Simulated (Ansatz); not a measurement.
Isolated molecules relaxed with PBE0-D4/def2-TZVP in Ansatz; ΔE leaves out vibrations. CBS: MP2 limit from def2 TZ/QZ plus the TZ coupled-cluster correction, frozen cores. DFT in def2-TZVPP. B3LYP here is the variant with VWN-RPA as its local correlation; programs differ in this. Each species was taken in one conformer, which may not be the lowest.

`F[SiH]1COC=N1` → `O[SiH]1CN=C1F`  (isomerisation)

Task: Is it downhill or uphill in electronic energy at CCSD(T)/CBS, and by how much? (Best estimate.)

Result: The calculation gave: Uphill: ΔE = +41.9 kcal/mol.

Task: What do these levels give: PBE-D4, r2SCAN-D4, r2SCAN0-D4, BLYP, B3LYP, CAM-B3LYP, RPA@PBE/def2-TZVPP, HF/def2-SVP, MP2/def2-SVP, SCS-MP2/def2-TZVPP, CCSD/def2-TZVPP, MP2/CBS(def2)? (An estimate is asked.)

Result: Ansatz gave: PBE-D4 39.6, r2SCAN-D4 42.9, r2SCAN0-D4 43.4, BLYP 40.7, B3LYP 42.0, CAM-B3LYP 42.9, RPA@PBE/def2-TZVPP 41.2, HF/def2-SVP 46.4, MP2/def2-SVP 42.8, SCS-MP2/def2-TZVPP 42.2, CCSD/def2-TZVPP 42.1, MP2/CBS(def2) 42.5 kcal/mol.

Largest T1 diagnostic among the species: 0.015.

Leaving LDA and LC-ωPBE aside and taking each functional with its dispersion term where it has one, the values, not all of them listed here, spread over 4.9 kcal/mol, from PBE-D4 to BHLYP-D4. LDA lies +1.7 kcal/mol from PBE without D4. From PBE to PBE0 (25 % exact exchange), in def2-TZVPP and without D4, ΔE moves by +1.5 kcal/mol.
